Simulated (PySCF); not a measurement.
Ge (SMILES [Ge-]), charge -1, quartet. Base run: HF/pcseg-1 run with PySCF.

PySCF was given this input:
```python
from pyscf import gto, scf

mol = gto.M(
    atom='''
Ge    0.00000000    0.00000000    0.00000000
''',
    basis='pcseg-1',
    charge=-1,
    spin=3,
    verbose=4,
)

mf = scf.UHF(mol)
mf.kernel()
```

Each row names what was changed in the base input (with any setting that the change needs).

```json
[
 {"change": "base", "ΔE vs base (mEh)": "0.000", "fitting functions": "-"},
 {"change": "auxbasis = default (with mf = mf.density_fit())", "ΔE vs base (mEh)": "-0.075", "fitting functions": "329"},
 {"change": "auxbasis = cc-pvqz-jkfit", "ΔE vs base (mEh)": "0.054", "fitting functions": "218"},
 {"change": "auxbasis = cc-pvtz-jkfit", "ΔE vs base (mEh)": "0.052", "fitting functions": "207"},
 {"change": "auxbasis = def2-svp-ri", "ΔE vs base (mEh)": "-1374.3", "fitting functions": "127"},
 {"change": "exchange = seminumerical (SGX) (with mf = sgx.sgx_fit(mf, auxbasis='def2-universal-jfit'); with mf.with_df.dfj = True)", "ΔE vs base (mEh)": "-0.170", "fitting functions": "58"},
 {"change": "auxbasis = def2-universal-jkfit", "ΔE vs base (mEh)": "0.027", "fitting functions": "266"},
 {"change": "auxbasis = cc-pvtz-ri", "ΔE vs base (mEh)": "-2431.6", "fitting functions": "166"},
 {"change": "auxbasis = even-tempered beta=1.6", "ΔE vs base (mEh)": "-0.003", "fitting functions": "475"},
 {"change": "auxbasis = even-tempered beta=2.0", "ΔE vs base (mEh)": "-0.075", "fitting functions": "329"}
]
```

A fitting set is made for a task (jfit for Coulomb, jkfit for Coulomb and exchange, ri for correlation) and for a family of orbital bases.

Open shells are given as the SCF converged; they aren't shown to be the lowest states, and a large step between rows can be another state.
